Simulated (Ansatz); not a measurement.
Ansatz (an electronic-structure program) input file for C6H20O4Te3, SMILES [Te](O)(O[Te](O[Te](C)(C)O)(C)C)(C)C, B3LYP-D3(BJ)/def2-SVP. The structure is a stationary point at B3LYP-D3(BJ)/def2-SVP. The def2 effective core potentials stand for the cores of Te; spin–orbit coupling is left out. One conformer was computed; it need not be the lowest.

Ansatz 0.2 input:
```yaml
crystal:
  periodic: [false, false, false]
  atoms:
    - {symbol: O, position_ang: [5.78243730, 0.52046036, -0.07636036]}
    - {symbol: Te, position_ang: [3.88305462, -0.36232757, 0.09179476]}
    - {symbol: C, position_ang: [3.47254131, 0.47081479, -1.86303022]}
    - {symbol: C, position_ang: [3.35164140, 1.31994292, 1.34756364]}
    - {symbol: O, position_ang: [1.93847312, -0.98080380, 0.18764693]}
    - {symbol: Te, position_ang: [0.13045899, 0.05124577, -0.08264676]}
    - {symbol: C, position_ang: [-0.24913937, -0.47144777, 1.97631329]}
    - {symbol: C, position_ang: [-0.53352205, -1.80107204, -0.96357941]}
    - {symbol: O, position_ang: [-1.77268575, 0.80308950, -0.24900379]}
    - {symbol: Te, position_ang: [-3.65697068, 0.03718827, 0.16800894]}
    - {symbol: C, position_ang: [-4.21876377, 2.09739195, 0.36216023]}
    - {symbol: C, position_ang: [-3.92842213, -0.13569865, -1.94921343]}
    - {symbol: O, position_ang: [-5.71853343, -0.41355825, 0.20366225]}
    - {symbol: H, position_ang: [5.75378021, 1.45010262, -0.34729080]}
    - {symbol: H, position_ang: [2.99876796, 1.45426112, -1.73831834]}
    - {symbol: H, position_ang: [2.78587731, -0.21294674, -2.37712378]}
    - {symbol: H, position_ang: [4.43227603, 0.56188115, -2.38490789]}
    - {symbol: H, position_ang: [2.80925101, 2.05769016, 0.73998406]}
    - {symbol: H, position_ang: [2.70333324, 0.94806155, 2.15102715]}
    - {symbol: H, position_ang: [4.28435658, 1.74132880, 1.74003158]}
    - {symbol: H, position_ang: [-1.25670337, -0.89791794, 2.05832236]}
    - {symbol: H, position_ang: [0.53517953, -1.18780158, 2.24451985]}
    - {symbol: H, position_ang: [-0.18282393, 0.44473659, 2.57866474]}
    - {symbol: H, position_ang: [-0.86391233, -1.59264005, -1.98965566]}
    - {symbol: H, position_ang: [0.33030116, -2.47372711, -0.93361526]}
    - {symbol: H, position_ang: [-1.37314677, -2.18710807, -0.37027326]}
    - {symbol: H, position_ang: [-3.55125223, 2.66045721, -0.30025227]}
    - {symbol: H, position_ang: [-5.27987510, 2.15614743, 0.09347148]}
    - {symbol: H, position_ang: [-4.06005642, 2.39915515, 1.40603971]}
    - {symbol: H, position_ang: [-3.63145247, -1.14951694, -2.24899490]}
    - {symbol: H, position_ang: [-4.99422432, 0.02595360, -2.14804741]}
    - {symbol: H, position_ang: [-3.26706410, 0.61108538, -2.40303208]}
    - {symbol: H, position_ang: [-5.91638778, -0.87982932, 1.02844464]}
basis:
  gaussian:
    orbitals: def2-SVP
hamiltonian:
  xc: b3lyp
  dispersion: d3bj
```

Program output:

```
WARN ansatz: RAYON_NUM_THREADS=8 ignored (pool sized by the plan → 8); use --threads N
Functional definition: B3LYP
integrals: 0.98 GiB planned
3434 factors; integrals over basis functions are off by at most 1.3e-3 eV
mean field: 3.65 GiB planned
mean field evaluation 1: about -36560.4912 eV, gradient 1.5e2 eV
mean field evaluation 2: about -36454.4042 eV, gradient 2.6e2 eV
mean field evaluation 4: about -36606.8669 eV, gradient 1.7e1 eV
mean field evaluation 8: about -36607.5539 eV, gradient 1.3e0 eV
mean field evaluation 16: about -36608.1545 eV, gradient 2.2e-3 eV
mean field -36608.15453826 eV, -1345.3248653827 hartree, gradient 4.0e-5 eV, S^2 0.000000; 0 other end points of the search recorded, 0 dependent functions left out
reference -36608.15497847 eV, -1345.3248815603 hartree; 80, 80 occupied and 238, 238 virtual orbitals, 3434 factors
Total energy: -36610.17944013 eV, -1345.3992791540 hartree
```

Self-consistency was reached.

Cost: about 30 core-seconds (a rough figure).
